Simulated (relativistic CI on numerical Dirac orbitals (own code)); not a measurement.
# Slater and spin-orbit integrals, Ba48+

Method of calculation: Dirac-Coulomb-Breit CI, orbitals from a KLI potential per configuration, a model potential for QED, unscaled Slater integrals (own radial code, finite nucleus).

Slater integrals F^k, G^k are unscaled and averaged over j, outside the closed core 1s2; ζ comes from projecting the Hamiltonian with its Breit term on Σ l·s of the shell.

- 2s2 2p4: F^2(2p,2p) = 1.0275e+06, ζ(2p) = 2.1551e+06 cm⁻¹; <r>(2p) = 0.09222, <r^2>(2p) = 0.01032 (bohr units).
- 2s 2p5: G^1(2s,2p) = 1.0984e+06, ζ(2p) = 2.147e+06 cm⁻¹; <r>(2s) = 0.1059, <r^2>(2s) = 0.01324, <r>(2p) = 0.09235, <r^2>(2p) = 0.01036 (bohr units).
- 2p5 3s: ζ(2p) = 2.1724e+06, G^1(2p,3s) = 109020 cm⁻¹; <r>(2p) = 0.09196, <r^2>(2p) = 0.01027, <r>(3s) = 0.2496, <r^2>(3s) = 0.07098 (bohr units).

Averages of the first 10 configurations, taken without configuration mixing, which lowers the lowest level and can move excited configurations by several eV; other configurations of the list can lie among them:

```json
{"Configuration": "2s2 2p4", "Parity": "even", "States": "15", "Average energy above the lowest level (eV)": "274.2"}
{"Configuration": "2s 2p5", "Parity": "odd", "States": "12", "Average energy above the lowest level (eV)": "825.1"}
{"Configuration": "2p6", "Parity": "even", "States": "1", "Average energy above the lowest level (eV)": "1420.5"}
{"Configuration": "2p5 3s", "Parity": "odd", "States": "12", "Average energy above the lowest level (eV)": "6315.2"}
{"Configuration": "2p5 3p", "Parity": "even", "States": "36", "Average energy above the lowest level (eV)": "6467.0"}
{"Configuration": "2p5 3d", "Parity": "odd", "States": "60", "Average energy above the lowest level (eV)": "6612.0"}
{"Configuration": "2s2 2p3 3s", "Parity": "odd", "States": "40", "Average energy above the lowest level (eV)": "5225.3"}
{"Configuration": "2s2 2p3 3p", "Parity": "even", "States": "120", "Average energy above the lowest level (eV)": "5384.4"}
{"Configuration": "2s2 2p3 3d", "Parity": "odd", "States": "200", "Average energy above the lowest level (eV)": "5529.8"}
{"Configuration": "2s 2p4 3s", "Parity": "even", "States": "60", "Average energy above the lowest level (eV)": "5747.8"}
```
